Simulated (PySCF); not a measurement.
The dipole of Me2PhSiSBu, `CCCCS[Si](C)(C)c1ccccc1` from its density and from atomic charges.

Coordinates (PBE0-D3(BJ)/def2-SVP, Å) and charges (e) from the PBE0/pcSseg-1 density (PySCF):

```
atom       x       y       z  Mulliken      IAO  Hirshfeld  ESP-fitted
  C1  -4.308  -1.501  -0.428   -0.3038  -0.4095    -0.1144     -0.3191
  C2  -4.325  -0.009  -0.124   -0.2615  -0.2446    -0.0622     +0.1008
  C3  -2.942   0.632  -0.035   -0.2432  -0.2438    -0.0715     -0.1583
  C4  -2.107   0.131   1.132   -0.3616  -0.3209    -0.0682     +0.0281
  S5  -0.505   0.989   1.342   -0.2679  -0.2064    -0.0961     -0.4300
 Si6   0.659   0.235  -0.318   +0.9317  +0.9880    +0.3657     +0.7981
  C7   0.202  -1.559  -0.647   -0.6133  -0.7154    -0.2144     -0.8571
  C8   0.429   1.260  -1.875   -0.6266  -0.7178    -0.2161     -0.7002
  C9   2.441   0.360   0.273   -0.4113  -0.2813    -0.1002     -0.1235
 C10   2.790  -0.054   1.569   -0.0693  -0.1326    -0.0465     +0.0015
 C11   4.113  -0.014   2.004   -0.0745  -0.1497    -0.0484     -0.2157
 C12   5.115   0.447   1.150   -0.0900  -0.1437    -0.0450     -0.1027
 C13   4.787   0.869  -0.137   -0.0724  -0.1517    -0.0509     -0.1945
 C14   3.462   0.825  -0.569   -0.0874  -0.1378    -0.0475     -0.1135
 H15  -3.808  -2.080   0.364   +0.1168  +0.1311    +0.0369     +0.0699
 H16  -5.327  -1.902  -0.528   +0.1225  +0.1410    +0.0418     +0.0900
 H17  -3.777  -1.707  -1.372   +0.1140  +0.1303    +0.0371     +0.0741
 H18  -4.871   0.173   0.819   +0.1176  +0.1269    +0.0361     +0.0004
 H19  -4.900   0.513  -0.907   +0.1222  +0.1341    +0.0393     +0.0107
 H20  -3.038   1.726   0.050   +0.1338  +0.1401    +0.0352     +0.0499
 H21  -2.399   0.449  -0.979   +0.1367  +0.1162    +0.0313     +0.0836
 H22  -2.638   0.304   2.081   +0.1557  +0.1519    +0.0417     +0.1130
 H23  -1.922  -0.951   1.068   +0.1642  +0.1363    +0.0354     +0.0423
 H24   0.873  -1.968  -1.420   +0.1506  +0.1578    +0.0444     +0.1994
 H25   0.323  -2.165   0.263   +0.1508  +0.1558    +0.0420     +0.1985
 H26  -0.833  -1.667  -1.006   +0.1481  +0.1463    +0.0385     +0.2362
 H27   0.667   2.317  -1.680   +0.1550  +0.1597    +0.0429     +0.1548
 H28  -0.612   1.207  -2.227   +0.1526  +0.1513    +0.0401     +0.1575
 H29   1.077   0.899  -2.689   +0.1415  +0.1477    +0.0412     +0.1787
 H30   2.007  -0.396   2.253   +0.0957  +0.1503    +0.0372     +0.0667
 H31   4.364  -0.338   3.017   +0.0960  +0.1504    +0.0504     +0.1529
 H32   6.152   0.482   1.491   +0.0978  +0.1506    +0.0506     +0.1365
 H33   5.567   1.237  -0.809   +0.0932  +0.1494    +0.0494     +0.1492
 H34   3.224   1.164  -1.581   +0.0862  +0.1398    +0.0443     +0.1216
```

Form Σ q r in debye for every column and set it beside the full dipole.

The full density gives (-0.61, -1.21, -1.34) D, 1.90 D in size; dipole vectors point from the negative to the positive end.

```csv
scheme,μx,μy,μz,size (D),share of the full size (%),angle to the full dipole (°)
Mulliken,-1.30,-1.69,-2.03,2.94,155,8
IAO,-0.34,-0.48,-0.52,0.79,41,7
Hirshfeld,-0.39,-0.27,-0.32,0.57,30,24
ESP-fitted,-0.61,-1.27,-1.36,1.96,103,1
```

Which set comes closest?

Length of the difference vector: ESP-fitted 0.06 D, Mulliken 1.09 D, IAO 1.12 D, Hirshfeld 1.40 D. Closest: ESP-fitted. The schemes that divide the density aren't constrained to reproduce the dipole.

What is left for the Hirshfeld atoms' own dipoles?

The shares of the density sum to the whole, so what Σ q r misses lies in dipoles about the nuclei. The atomic dipoles sum to (-0.61, -1.21, -1.34) − (-0.39, -0.27, -0.32) = (-0.22, -0.94, -1.02) D, 1.40 D in size.

With the origin at the mean of the coordinates, (-0.002, -0.003, -0.013) Å, which are the largest single terms, by size, of the ESP-fitted dipole along the direction of the full one?

C7 -5.64, C1 -4.02, S5 +2.94, C11 +2.82, H31 -2.43 D; all 34 atoms together +1.96 D. The single terms depend on the origin, their sum doesn't.

Give the size of the full dipole in other units.

1.90 D = 0.749 au = 0.396 e·Å = 6.35 × 10⁻³⁰ C·m.

The structure is a single PBE0-D3(BJ)/def2-SVP conformer in the gas phase; no vibrational or solvent corrections.
